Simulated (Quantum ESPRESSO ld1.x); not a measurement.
The run below uses ld1.x (Quantum ESPRESSO 7.5).

```
 &input
    zed=68.0,
    iswitch=1,
    rel=1,
    dft='REVPBE',
    config='[He] 2s2',
    verbosity='high',
    prefix='ld1',
    max_out_wfc=37,
    file_charge='ld1.rho',
 /
```

Command: `OMP_NUM_THREADS=1 ld1.x < ld1.in > ld1.out`

Standard output:

```
     Program LD1 v.7.5 starts

     --------------------------- All-electron run ----------------------------

     scalar relativistic calculation

     atomic number is 68.00
     dft =REVPBE   lsd =0 sic =0 latt =0  beta=0.20 tr2=1.0E-14
     Exchange-correlation= REVPBE
                           (   1   4   4   4   0   0   0)
     mesh =2105 r(mesh) = 100.73490 a.u. xmin = -8.00 dx = 0.00800
     1 Ry =  13.60569312 eV, c = 137.03599908

     n l     nl                  e(Ry)          e(Ha)          e(eV)
     1 0     1S 1( 2.00)   -4761.971326342   -2380.985663171 -64789.9205267
     2 0     2S 1( 2.00)   -1168.439710925    -584.219855462 -15897.4321396

     final scf error:  7.5E-15 reached in  28 iterations

     Etot =  -12182.785265 Ry,   -6091.392632 Ha, -165755.237698 eV

     Ekin =   13923.984306 Ry,    6961.992153 Ha,  189445.457512 eV
     Encl =  -26337.399980 Ry,  -13168.699990 Ha, -358338.581782 eV
     Eh   =     354.518885 Ry,     177.259443 Ha,    4823.475156 eV
     Exc  =    -123.888476 Ry,     -61.944238 Ha,   -1685.588585 eV

     normalization and overlap integrals

     s(1S/1S) =  1.000000  <r> =   0.0203  <r2> =    0.0006  r(max) =   0.0128
     s(1S/2S) = -0.027629
     s(2S/2S) =  1.000000  <r> =   0.0826  <r2> =    0.0080  r(max) =   0.0711

     ------------------------ End of All-electron run ------------------------
```

Run on one thread of a shared host, so times are rough (Intel(R) Xeon(R) Processor @ 2.60GHz): 0.44 s of CPU time, 1.4 s wall, 28 iterations on 2105 mesh points.
